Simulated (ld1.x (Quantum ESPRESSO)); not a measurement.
Configuration tests for oxygen (O) (TM)

- Element: oxygen
- Generator: ld1.x (Quantum ESPRESSO) 7.5
- Type: norm-conserving Troullier–Martins (Kleinman–Bylander form)
- Functional: PBE
- Relativity: scalar-relativistic
- Frozen core: [He]
- Valence charge: 6
- Reference configuration: 2s2 2p4
- Partial waves: 2s (bound): rc 0.60 bohr; 2p (bound): rc 1.10 bohr; 3d channel at 0.2 Ry: rc 1.05 bohr
- Local potential: all-electron potential smoothed inside 1.05 bohr (lloc = -2)
- Core correction: none

Energies are relative to the spin-unpolarised reference configuration 2s2 2p4; without spin polarisation the order of configurations can differ from experiment.

```json
{"valence configuration": "2s2 2p1", "charge": "+3", "ΔE all-electron (eV)": "103.886", "error AE − PS (meV)": "+239"}
{"valence configuration": "2s2 2p4.3", "charge": "-0.3", "ΔE all-electron (eV)": "-2.123", "error AE − PS (meV)": "+0.1"}
{"valence configuration": "2s2 2p3.5", "charge": "+0.5", "ΔE all-electron (eV)": "6.286", "error AE − PS (meV)": "-0.4"}
{"valence configuration": "2s0 2p6", "charge": "0", "ΔE all-electron (eV)": "29.937", "error AE − PS (meV)": "+60"}
{"valence configuration": "2s1 2p4", "charge": "+1", "ΔE all-electron (eV)": "31.659", "error AE − PS (meV)": "-1.4"}
```

Question: What are ΔE and the potential's error for 2s2 2p2?

Answer: ΔE = 50.017 eV all-electron; the error (AE − PS) is +37 meV.

Question: What are ΔE and the potential's error for 2s2 2p3?

Answer: ΔE = 16.431 eV all-electron; the error (AE − PS) is +0.9 meV.

Levels in the configuration 2s2 2p2:

```json
{"level": "2s", "all-electron (eV)": "-58.346", "pseudo (eV)": "-58.373"}
{"level": "2p", "all-electron (eV)": "-43.242", "pseudo (eV)": "-43.155"}
```
